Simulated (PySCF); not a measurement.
## Calculated data, CH6AlB2, CH4B, CH7AlBN, CH8AlBSi

Calculation on a computer-drawn molecule: the log of a Hartree-Fock and frozen-core CCSD(T) single point meant for a local Hartree-Fock minimum, with one planted fault or none, to be diagnosed. Offsets are logged minus clean, where the clean run is the same molecule without the fault. The reference is restricted for singlets and unrestricted otherwise, and also for a bond in bohr or an excited solution. Adding or removing an electron swaps singlet and doublet. The excited solution moves the top pair (singlet) or top alpha electron (doublet) to the lowest empty orbital. Highest occupied and lowest empty are orbital energies over both spins, largest force is the largest gradient component, triples share is (T) over the correlation energy, the T1 limit is 0.02 restricted and 0.045 unrestricted, electrons count all cores, a negative frequency is imaginary (commonest isotopes), and the dipole is about the centre of nuclear charge. Program: PySCF 2.14.0.

Common to all runs: meant charge 0; logged SCF converged yes; logged CC converged yes; logged SCF stable within its kind yes; possible faults no fault, one electron removed, one electron added, multiplicity raised by two, geometry at a saddle point, SCF held on an excited solution, minimal basis STO-3G, one bond length entered in bohr, all coordinates scaled.

```yaml
- entry: 1
  formula: CH6AlB2
  logged_structure:
    atoms_angstrom:
      - [B, 1.6653, 0.0821, 2.5776]
      - [B, 1.0961, 0.002, 1.0539]
      - [Al, 0.3593, -0.1018, -0.9233]
      - [C, -1.5597, 0.0425, -1.3286]
      - [H, 2.8438, -0.0086, 2.8046]
      - [H, 0.9173, 0.2339, 3.5086]
      - [H, 1.4115, -0.3032, -2.0924]
      - [H, -2.1863, 0.181, -0.4428]
      - [H, -1.7476, 0.8847, -2.0057]
      - [H, -1.9112, -0.8567, -1.849]
  given:
    meant_multiplicity: 2
    meant_basis: "cc-pV(D+d)Z"
    logged_electrons: 36
    logged_basis_functions: 95
    logged_spin_squared: 0.0
    "logged_highest_occupied [eV]": -1.1562
    "logged_lowest_empty [eV]": 6.0601
    "logged_largest_force [hartree/bohr]": 0.038518
    logged_T1_diagnostic: 0.018139
    logged_D1_diagnostic: 0.061845
    logged_triples_share: 0.035328
    "logged_dipole_magnitude [debye]": 6.5159
    "logged_energy_HF [hartree]": -332.5737
    "logged_energy_CCSD(T) [hartree]": -333.03983
    drawn_bonds_atom: [1, 2, 3, 1, 1, 3, 4, 4, 4]
    drawn_bonds_other_atom: [2, 3, 4, 5, 6, 7, 8, 9, 10]
    drawn_bonds_order: [1, 1, 1, 1, 1, 1, 1, 1, 1]
  results:
    planted_fault: "one electron added"
    "HF_energy_offset_from_clean_run [kcal/mol]": -3.546
    "CCSD(T)_energy_offset_from_clean_run [kcal/mol]": -31.83
- entry: 2
  formula: CH4B
  logged_structure:
    atoms_angstrom:
      - [B, 0.0094, 0.6607, 1.7598]
      - [C, -1.3985, 0.1631, 1.3925]
      - [H, 0.9061, -0.1212, 1.9252]
      - [H, 0.2251, 1.8357, 1.8849]
      - [H, -1.6375, -0.8893, 1.2698]
      - [H, -2.2376, 0.8344, 1.234]
  given:
    meant_multiplicity: 2
    meant_basis: cc-pVDZ
    logged_electrons: 16
    logged_basis_functions: 48
    logged_spin_squared: 0.0
    "logged_highest_occupied [eV]": -1.1736
    "logged_lowest_empty [eV]": 10.453
    "logged_largest_force [hartree/bohr]": 0.069047
    logged_T1_diagnostic: 0.015236
    logged_D1_diagnostic: 0.048932
    logged_triples_share: 0.032656
    "logged_dipole_magnitude [debye]": 1.2012
    "logged_energy_HF [hartree]": -64.82155
    "logged_energy_CCSD(T) [hartree]": -65.11623
    drawn_bonds_atom: [1, 1, 1, 2, 2]
    drawn_bonds_other_atom: [2, 3, 4, 5, 6]
    drawn_bonds_order: [1, 1, 1, 1, 1]
  results:
    planted_fault: "one electron added"
    "HF_energy_offset_from_clean_run [kcal/mol]": 4.856
    "CCSD(T)_energy_offset_from_clean_run [kcal/mol]": -27.84
- entry: 3
  formula: CH7AlBN
  logged_structure:
    atoms_angstrom:
      - [B, -1.0427, -0.7921, -0.3588]
      - [C, -0.3646, 0.5376, -0.0524]
      - ["N", -1.1725, 1.7282, 0.1929]
      - [Al, 0.9497, 0.7093, -1.5747]
      - [H, -0.4124, -1.8156, -0.2892]
      - [H, -2.1811, -0.8374, -0.7552]
      - [H, 0.3942, 0.4045, 0.7401]
      - [H, -2.1005, 1.6057, -0.1723]
      - [H, -0.8024, 2.5584, -0.2359]
      - [H, 0.8104, 1.9908, -2.4923]
      - [H, 2.1668, -0.2835, -1.7311]
  given:
    meant_multiplicity: 1
    meant_basis: "cc-pV(D+d)Z"
    logged_electrons: 37
    logged_basis_functions: 100
    logged_spin_squared: 0.7656
    "logged_highest_occupied [eV]": -16.228
    "logged_lowest_empty [eV]": -5.7746
    "logged_largest_force [hartree/bohr]": 0.060999
    logged_T1_diagnostic: 0.034747
    logged_D1_diagnostic: 0.21091
    logged_triples_share: 0.028087
    "logged_dipole_magnitude [debye]": 3.801
    "logged_energy_HF [hartree]": -362.67757
    "logged_energy_CCSD(T) [hartree]": -363.18385
    drawn_bonds_atom: [1, 2, 2, 1, 1, 2, 3, 3, 4, 4]
    drawn_bonds_other_atom: [2, 3, 4, 5, 6, 7, 8, 9, 10, 11]
    drawn_bonds_order: [1, 1, 1, 1, 1, 1, 1, 1, 1, 1]
  results:
    planted_fault: "one electron removed"
    "HF_energy_offset_from_clean_run [kcal/mol]": 176.2
    "CCSD(T)_energy_offset_from_clean_run [kcal/mol]": 196.1
- entry: 4
  formula: CH8AlBSi
  logged_structure:
    atoms_angstrom:
      - [B, -0.3359, -0.9297, 1.5139]
      - [C, 0.6359, -0.9338, 0.3132]
      - [Al, 1.5874, 0.8046, 0.2297]
      - [Si, -0.2248, -1.1855, -1.3498]
      - [H, -0.0793, -1.5259, 2.5276]
      - [H, -1.3599, -0.2958, 1.4784]
      - [H, 1.4385, -1.6731, 0.4227]
      - [H, 0.7948, 2.1606, 0.0793]
      - [H, 3.1642, 0.7869, 0.2776]
      - [H, -1.3805, -0.2699, -1.4814]
      - [H, 0.7087, -0.9044, -2.4751]
      - [H, -0.6918, -2.5829, -1.5061]
  given:
    meant_multiplicity: 1
    meant_basis: "cc-pV(D+d)Z"
    logged_electrons: 46
    logged_basis_functions: 36
    logged_spin_squared: 0.0
    "logged_highest_occupied [eV]": -8.502
    "logged_lowest_empty [eV]": 7.1703
    "logged_largest_force [hartree/bohr]": 0.044666
    logged_T1_diagnostic: 0.0091071
    logged_D1_diagnostic: 0.034849
    logged_triples_share: 0.012704
    "logged_dipole_magnitude [debye]": 1.1306
    "logged_energy_HF [hartree]": -591.04879
    "logged_energy_CCSD(T) [hartree]": -591.27261
    drawn_bonds_atom: [1, 2, 2, 1, 1, 2, 3, 3, 4, 4, 4]
    drawn_bonds_other_atom: [2, 3, 4, 5, 6, 7, 8, 9, 10, 11, 12]
    drawn_bonds_order: [1, 1, 1, 1, 1, 1, 1, 1, 1, 1, 1]
  results:
    planted_fault: "minimal basis STO-3G"
    "HF_energy_offset_from_clean_run [kcal/mol]": 4394
    "CCSD(T)_energy_offset_from_clean_run [kcal/mol]": 4555
```
